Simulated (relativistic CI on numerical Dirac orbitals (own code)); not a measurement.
How well does a small relativistic CI reproduce Rb VIII?

Method of calculation: Dirac-Coulomb-Breit CI, separate exchange-only KLI orbitals for each configuration, model QED (radiative potential, 1s self-energy scaled to tabulated hydrogen-like ionisation energies), unscaled Slater integrals (own radial code, finite nucleus).

CI space (outside the closed core [Ar]): 3d10 4s2, 3d10 4s 4p, 3d10 4p2, 3d10 4s 4d, 3d10 4d2, 3d10 4s 4f, 3d10 4p 4d, 3d10 4p 5s, 3d10 4s 5s, 3d10 4f2, 3d10 4p 4f, 3d10 4s 5p, 3d10 4s 5d, 3d10 4d 5s, 3d10 4s 6s, 3d10 4d 4f, 3d10 4s 6p, 3d10 4s 5f, 3d10 5s2, 3d10 4s 5g, 3d10 4s 6d, 3d10 4s 7s, 3d10 4f 5s, 3d10 4s 7p, 3d10 4s 7d, 3d9 4s2 4p, 3d9 4s2 4d, 3d9 4s2 5s. Double excitations out of closed p, d and f shells are left out; levels of such configurations are missing from the list, as are those of other unlisted configurations, and high levels can miss mixing partners. These lack a partner that the ground configuration has and come out too high: 3d9 4s2 4p, 3d9 4s2 4d, 3d9 4s2 5s.

```
Configuration  Term (tabulated)  J  Measured (cm⁻¹)  Computed  Error  Purity (%)
     3d10 4s2                1S  0              0.0         0      0          98
   3d10 4s 4p               3P°  0         131157.0    127501  -3656         100
   3d10 4s 4p               3P°  1         134523.0    130866  -3657          99
   3d10 4s 4p               3P°  2         142802.0    138904  -3898         100
   3d10 4s 4p               1P°  1         190501.0    193477   2976          97
     3d10 4p2                3P  0         306401.0    304835  -1566          97
     3d10 4p2                3P  1         312379.0    310414  -1965         100
     3d10 4p2                1D  2         313112.0    309561  -3551          64
     3d10 4p2                3P  2         323776.0    320755  -3021          74
     3d10 4p2                1S  0         360665.0    362978   2313          93
   3d10 4s 4d                3D  1         395837.0    392929  -2908         100
   3d10 4s 4d                3D  2         396446.0    393510  -2936         100
   3d10 4s 4d                3D  3         397394.0    394418  -2976         100
   3d10 4s 4d                1D  2         428785.0    430880   2095          84
   3d10 4s 5s                3S  1         522435.0    519244  -3191         100
   3d10 4s 5s                1S  0         534244.0    532656  -1588         100
   3d10 4s 4f               3F°  2         610640.0    607828  -2812          95
   3d10 4s 4f               3F°  3         610784.0    607993  -2791          95
   3d10 4s 4f               3F°  4         610989.0    608247  -2742          94
   3d9 4s2 4p               1P°  1         921830.0    926071   4241          77
   3d9 4s2 4p               3D°  1         928020.0    932036   4016          69
```

Measured levels from Sansonetti, J. Phys. Chem. Ref. Data 35, 301 (2006); pairs were made by configuration, J and term (by order where the table uses no LS term), so strongly mixed levels may be paired wrongly.

Mean error by configuration (cm⁻¹): 3d10 4s 4p -2059; 3d10 4p2 -1558; 3d10 4s 4d -1681; 3d10 4s 5s -2389; 3d10 4s 4f -2781; 3d9 4s2 4p 4128. Over the excited levels the mean absolute error is 2945 cm⁻¹ (20 of the 21 excited levels that our extract of the source holds in range could be paired, and the others can miss by more), and the median relative error of those above 1,000 cm⁻¹ is 0.64 %.
